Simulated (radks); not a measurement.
Exchange energies: the exact (Fock) value of the Kohn-Sham orbitals and density-functional approximations, in hartree. Species: P4+ [Ne] 3s1; Cs [Xe] 6s1. Calculated with a radial shooting solver on a logarithmic mesh with Libxc functionals: non-relativistic Kohn-Sham, exchange-only LDA, spin-polarised, spherical densities, point nucleus. Every spin shell is full or empty, so the densities are truly spherical. Functionals are evaluated on that one density, not self-consistently.

\begin{tabular}{lrr}
functional & P4+ & Cs \\ \hline
exact & -21.2400 & -183.890 \\
LDA & -19.465 & -175.29 \\
revPBE & -21.217 & -183.34 \\
RPBE & -21.249 & -183.43 \\
AM05 & -19.708 & -175.84 \\
EV93 & -21.544 & -183.20 \\
revTPSS & -21.154 & -182.16 \\
MS2 & -21.268 & -182.75 \\
Tao-Mo & -21.219 & -182.36 \\
\end{tabular}
